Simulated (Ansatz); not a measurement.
The first iterations of a band of Cl₂FGaH₂O (7 atoms, charge 0, multiplicity 1).

The calculation used RKS BHLYP/def2-SVP in Ansatz 0.2.0.

- movable images: 5
- climbing image: yes
- spring: 5.0 eV/Å²
- optimiser: quadratic models (default)
- start path: through a guess of the saddle point
- force threshold: 0.03 eV/Å
- iteration limit: 60
- end points: relaxed

Initial state:

```xyz
7
Properties=species:S:1:pos:R:3
Ga 0.045 -0.093 0.027
Cl -0.146 0.362 2.149
Cl 1.882 0.377 -0.933
O -1.414 -0.333 -0.925
H -2.237 -0.345 -0.443
F 0.484 -2.113 0.750
H 0.451 -1.934 1.663
```

Final state:

```xyz
7
Properties=species:S:1:pos:R:3
Ga 0.120 -0.504 -0.310
Cl 0.106 -0.044 2.382
Cl 1.868 0.512 -0.946
O -1.480 -0.007 -0.837
H -2.196 -0.597 -0.616
F 0.322 -2.128 0.337
H 0.325 -1.312 2.278
```

| iteration | highest image above the first end (eV) | largest band force component (eV/Å) |
| --- | --- | --- |
| 1 | 1.502 | 5.914 |
| 2 | 0.717 | 1.429 |
| 3 | 0.718 | 1.624 |
| 4 | 0.673 | 1.143 |
| 5 | 0.662 | 0.529 |
| 6 | 0.655 | 0.334 |

**Question.** Does the band converge within its limit, and where does its top end?

**Answer.** It converged. It ended after 19 iterations with the highest image 0.598 eV above the first end. A vibrational analysis at the climbing image gives one clearly imaginary mode, 674i cm⁻¹: a first-order saddle point. The orbitals stay closed-shell, which can raise the energy where a bond breaks towards radicals; this wasn't checked here.

Time of the run: 5.3 min on 2 threads of Arm Neoverse V1, with other jobs on the host, peak memory 0.27 GiB.
